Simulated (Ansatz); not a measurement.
Consider the ligand exchange at the Si–F bond: `F[SiH](F)S` + H₂S → `F[SiH](S)S` + H–F.

Isolated molecules relaxed with PBE0-D4/def2-TZVP in Ansatz; ΔE leaves out vibrations. CCSD(T)/CBS adds triple-zeta CCSD(T) − MP2 to the extrapolated MP2 energy (def2 sets, frozen cores). This one scheme is used for every species. Functionals use def2-TZVPP. HSE06 is defined as in plane-wave codes. One conformer a species, not always the lowest.

`F[SiH](F)S`:

```xyz
6

F    -1.050   -0.797    1.075
Si    0.213   -0.416    0.196
F     0.067   -1.266   -1.134
S     0.265    1.647   -0.216
H     1.443   -0.804    0.900
H    -0.937    1.635   -0.820
```

H₂S:

Z-matrix (Å, degrees):
```
S
H 1 1.341
H 1 1.341 2 92.3
```

`F[SiH](S)S`:

Z-matrix (Å, degrees):
```
Si
S 1 2.114
S 1 2.115 2 104.7
F 1 1.596 2 113.1 3 -118.3
H 1 1.477 2 110.5 3 124.1
H 2 1.344 1 93.3 3 -153.3
H 3 1.345 1 93.2 2 -161.1
```

H–F:

Z-matrix (Å, degrees):
```
F
H 1 0.920
```

CCSD(T)/CBS gives +0.88 eV.

Q: Another level gave +0.78 eV. Which?
A. BLYP/def2-TZVPP
B. CAM-B3LYP/def2-TZVPP
C. HSE06/def2-TZVPP
D. HSE06-D4/def2-TZVPP

A: D. HSE06-D4 0.78, HSE06 0.83, CAM-B3LYP 1.06, BLYP 1.01 eV.

Largest T1 diagnostic among the species: 0.012.

Leaving LDA and LC-ωPBE aside and taking each functional with its dispersion term where it has one, the values, not all of them listed here, spread over 0.29 eV, from revPBE-D4 to CAM-B3LYP-D4. The D4 term adds −0.09 eV with B3LYP and −0.05 eV with PBE0; it sums over pairs of atoms, weighted by their polarisabilities, and B3LYP, whose exchange is more repulsive, gets the larger term.

B3LYP here is the variant with VWN-RPA as its local correlation; programs differ in this.
